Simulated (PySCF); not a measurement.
# A small calculation by hand: oscillator strength and radiative lifetime

Sn(SH)4 (H4S4Sn), SMILES [SH][Sn]([SH])([SH])[SH].

Geometry optimised at B3LYP-D3(BJ)/def2-SVP. The structure was generated by enumeration; whether it is a known compound was not checked. The def2 effective core potentials stand for the cores of Sn; spin–orbit coupling is left out. One conformer was computed; it need not be the lowest.

PySCF with TDDFT-PBE/def2-SVPD puts the first singlet state with f over 0.02 at 3.45 eV (vertical), with the transition dipole (-0.177, -0.463, 0.156) in atomic units.

Task: Find the oscillator strength, the wavelength and the radiative lifetime that this transition would have in vacuum if emission retraced absorption.

Result: 
|μ|² = 0.2700 au, so |μ| = 1.32 D. ΔE = 3.45/27.211 = 0.1268 hartree. f = (2/3) ΔE |μ|² = 0.023 (the program prints 0.023).
λ = 1239.84/3.45 = 359 nm; ν = 27826 cm⁻¹.
Einstein's coefficient A = 0.6670 ν² f s⁻¹ (ν in cm⁻¹) = 1.2e7 s⁻¹, so τ = 1/A = 85 ns. This state is S2; the lower singlet has f = 0.000. The figure is the radiative limit of this one transition; relaxation, internal conversion, crossing to triplets and a medium change what is measured.
